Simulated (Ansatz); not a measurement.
Input and output for `CC1=CC(C(F)(F)F)=[O+][Ti-]([OH])([OH])([Cl])[O]1`.

```yaml
crystal:
  periodic: [false, false, false]
  atoms:
    - {symbol: C, position_ang: [-1.862967, -1.285367, 1.818184]}
    - {symbol: C, position_ang: [-0.881858, -0.630326, 0.889702]}
    - {symbol: C, position_ang: [-1.266606, 0.528534, 0.176677]}
    - {symbol: C, position_ang: [-0.292636, 1.051737, -0.653176]}
    - {symbol: C, position_ang: [-0.765214, 2.295630, -1.465406]}
    - {symbol: F, position_ang: [-1.973974, 2.685305, -1.194688]}
    - {symbol: F, position_ang: [-0.618678, 2.064351, -2.778952]}
    - {symbol: F, position_ang: [0.103980, 3.318312, -1.242867]}
    - {symbol: O, position_ang: [0.860325, 0.683141, -0.901116]}
    - {symbol: Ti, position_ang: [2.010474, -0.779017, -0.141868]}
    - {symbol: O, position_ang: [2.116096, -2.519731, -0.346208]}
    - {symbol: O, position_ang: [3.192853, -0.243679, -1.330999]}
    - {symbol: Cl, position_ang: [2.887002, -0.101560, 1.785631]}
    - {symbol: O, position_ang: [0.236627, -1.139448, 0.769459]}
    - {symbol: H, position_ang: [-2.826954, -0.765426, 1.878945]}
    - {symbol: H, position_ang: [-1.983981, -2.346121, 1.612102]}
    - {symbol: H, position_ang: [-1.404510, -1.301119, 2.892539]}
    - {symbol: H, position_ang: [-2.209823, 0.938042, 0.262302]}
    - {symbol: H, position_ang: [1.591703, -3.103752, 0.034785]}
    - {symbol: H, position_ang: [3.167798, 0.603365, -1.905200]}
basis:
  gaussian: {orbitals: def2-TZVPD, fitting: {mean_field: def2-universal-jkfit}}
total_charge: -1
magnetization: {spin_polarized: true, initial_magnetization: 1}
hamiltonian: {xc: {name: HF}}
correlation: {method: rpa, electrons: all}
```

```sh
$ ansatz run in.yaml --threads 11 --pin off --events-out ev --progress --plain --max-ram 110592MiB --backend cuda --devices 0, --max-vram 75GiB
```

It prints (some lines left out):

```
Functional definition: HF
1414 factors; integrals over basis functions are off by at most 1.6e0 eV
mean field evaluation 1: about -57104.9780 eV, gradient 6.0e1 eV
mean field evaluation 2: about -57108.8560 eV, gradient 5.6e1 eV
mean field evaluation 4: about -57118.9664 eV, gradient 3.5e0 eV
mean field evaluation 8: about -57119.1394 eV, gradient 2.2e-1 eV
mean field evaluation 32: about -57119.8961 eV, gradient 4.0e-1 eV
mean field -57120.00344519 eV, -2099.1214092819 hartree, gradient 2.3e-6 eV, S^2 0.753567; 9 other end points of the search recorded, 0 dependent functions left out
reference -57120.00344519 eV, -2099.1214092819 hartree; 68, 67 occupied and 545, 546 virtual orbitals, 1414 factors
Total energy: -57226.92449022 eV, -2103.0506852130 hartree
```

Hardware: 11 threads of an AMD EPYC 7R13 on a shared host and a whole NVIDIA H100 80 GB. Wall time 9.5 s, peak host memory 2.9 GiB.
